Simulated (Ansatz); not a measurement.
Born–Oppenheimer molecular dynamics of H6HfO4 (11 atoms, charge 0, multiplicity 1). It starts at the highest image of a converged band, a first-order saddle point between two minima.

Method: RKS BLYP/def2-SVP in Ansatz 0.2.0.

```
ensemble                      : NVE (velocity Verlet)
time step                     : 0.5 fs
steps asked                   : 200
starting velocities drawn for : 300 K
seed                          : 4908
```

First frame:

```xyz
11
Properties=species:S:1:pos:R:3
Hf -0.002 0.215 -0.048
O 1.464 -1.424 0.194
O -0.802 -0.720 -1.593
O -1.562 1.152 0.669
O 1.227 1.675 -0.498
H 0.855 -1.270 1.242
H 0.166 -0.697 1.823
H 1.265 -2.295 -0.206
H -1.562 -0.601 -2.185
H -2.291 1.336 1.280
H 1.242 2.628 -0.677
```

Question: How far do the bonds stretch over the last three quarters of this one trajectory? (Pairs bonded in most of those frames.)

Answer: 
| bond | mean (Å) | spread (Å) | shortest | longest |
| --- | --- | --- | --- | --- |
| Hf1–O2 | 1.963 | 0.057 | 1.88 | 2.06 |
| Hf1–O3 | 1.970 | 0.050 | 1.90 | 2.05 |
| Hf1–O4 | 2.003 | 0.059 | 1.90 | 2.07 |
| Hf1–O5 | 1.974 | 0.017 | 1.95 | 2.00 |
| O2–H8 | 0.971 | 0.011 | 0.95 | 0.99 |
| O3–H9 | 0.972 | 0.015 | 0.95 | 1.00 |
| O4–H10 | 0.974 | 0.031 | 0.93 | 1.02 |
| O5–H11 | 0.971 | 0.004 | 0.96 | 0.98 |
| H6–H7 | 0.773 | 0.043 | 0.71 | 0.84 |

Mean temperature of the second half: 986 K. The conserved energy stayed within 0.3 meV per atom of its start (net change 0.074 meV per atom), so the integration is sound. The system heated up, since it started high on the potential surface and ran downhill. A run of 0.1 ps of so small a system gives no equilibrium averages. The orbitals stay closed-shell, which can raise the energy where a bond breaks towards radicals; this wasn't checked here.

Run time: 9 min on 2 threads of Arm Neoverse V1, on a shared host, peak memory 0.16 GiB.
